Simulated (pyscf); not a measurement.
# H₃C–In(NH₂)–NH₂ (SMILES [CH3][In]([NH2])[NH2]), singlet

Gas-phase minimum from PySCF at ωB97X-D3(BJ)/def2-SVP, one conformer. 

```xyz
11

C     -1.4847    -0.7567    -2.0541
In    -0.0776     0.7717    -1.5267
N     -0.4899     2.2818    -0.2391
N      1.8118     0.8490    -2.2569
H     -2.4973    -0.3395    -2.1549
H     -1.2013    -1.2353    -3.0028
H     -1.5065    -1.5281    -1.2690
H     -1.4457     2.5418    -0.0200
H      0.1062     3.1020    -0.1935
H      2.2443     0.0390    -2.6883
H      2.5224     1.4167    -1.8065
```
Charge 0, spin multiplicity 1.

Bonded distances (Å): C1–In2 2.143, C1–H5 1.100, C1–H6 1.100, C1–H7 1.101, In2–N3 2.027, In2–N4 2.027, N3–H8 1.015, N3–H9 1.015, N4–H10 1.015, N4–H11 1.015. Bond angles (°): In2–C1–H5 110.9, In2–C1–H6 110.7, In2–C1–H7 109.7, H5–C1–H6 108.9, H5–C1–H7 108.2, H6–C1–H7 108.4, C1–In2–N3 123.6, C1–In2–N4 123.4, N3–In2–N4 113.0, In2–N3–H8 121.3, In2–N3–H9 120.7, H8–N3–H9 109.7, In2–N4–H10 121.3, In2–N4–H11 120.9 (the first ones only).

Properties at ωB97X-D3(BJ)/def2-SVP:

```json
{
  "harmonic_wavenumbers_unscaled": "17, 111, 135, 137, 248, 260, 271, 303, 526, 617, 618, 656, 709, 742, 752, 1219, 1447, 1450, 1531, 1540, 3079, 3183, 3193, 3610, 3610, 3709, 3710 cm⁻¹",
  "zero_point_energy": "53.4 kcal/mol",
  "rotational_symmetry_number": "1",
  "Entropy of this conformer at 298 K and 1 atm, rigid rotor and harmonic oscillator, modes under 100 cm⁻¹ raised to 100": "372.4 J/(mol K)",
  "dipole_moment": "0.31 D"
}
```

Single-point totals, which compare only within one level:

```tsv
level	total energy (hartree)
ωB97X-D3(BJ)/def2-TZVP	-342.17096
PBE/def2-TZVP	-341.83858
r²SCAN/def2-TZVP	-342.01350
B3LYP-D3(BJ)/def2-TZVP	-342.11857
PBE0-D3(BJ)/def2-TZVP	-341.85656
M06-2X/def2-TZVP	-341.89178
ωB97M-D3(BJ)/def2-TZVP	-342.09892
```

The lowest mode is so soft that the shape along it may change with the basis. Soft torsions are taken as harmonic, which can shift the entropy by several J/(mol K). Elements past Kr carry the def2 core potentials, without spin-orbit coupling.
